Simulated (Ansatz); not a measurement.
Ideal-gas functions of CH$_{3}$BiClF, SMILES `[CH3][Bi]([F])[Cl]` at 298.15 K and 1 bar, from an Ansatz frequency run at PBE0-D4/def2-TZVP.

Molar mass 278.47 g/mol, point group C1 (symmetry number 1), electronic degeneracy 1, moments of inertia 142.889, 257.119, 277.677 u Å². Harmonic wavenumbers (cm⁻¹, unscaled): 85, 131, 143, 168, 332, 492, 560, 729, 738, 1199, 1433, 1436, 3062, 3168, 3182.

Use S(trans) = R[1.5 ln M + 2.5 ln T − 1.1517]; rotational temperatures θ = 24.2544 K / I; S(rot) = R[ln(√π/σ · √(T³/θAθBθC)) + 1.5]; for each mode x = 1.438777 ν̃/T, S = R[x/(eˣ − 1) − ln(1 − e⁻ˣ)] and H = RT x/(eˣ − 1); 1 cm⁻¹ = 0.0119627 kJ/mol; R = 8.31446 J/(mol·K).

Question: By hand: the entropy, in J/(mol·K).

Answer: Translation 179.1. Rotation: θ = 0.1697, 0.0943, 0.0873 K, giving 115.6. Vibration, mode by mode: 15.78, 12.26, 11.56, 10.28, 5.23, 2.84, 2.19, 1.14, 1.11, 0.17, 0.07, 0.06, 0.00, 0.00, 0.00, in all 62.7. Electronic 0.0. Sum 357.4 J/(mol·K).

Question: By hand: H − E and G − E in kJ/mol, counted from the electronic energy.

Answer: Zero-point energy ½ × 16858 × 0.0119627 = 100.8; thermal vibration 9.8; translation, rotation and pV give 4 RT = 9.9. H − E = 120.5 kJ/mol, and G − E = 120.5 − 298.15 × 357.4/1000 = 13.9 kJ/mol.

Vibration gives 18 % of the entropy, 39.6 J/(mol·K) of it from the modes under 150 cm⁻¹: soft modes count most, and the harmonic formula is weakest for them. The sum counts one conformer and one mirror image; others add a mixing term.
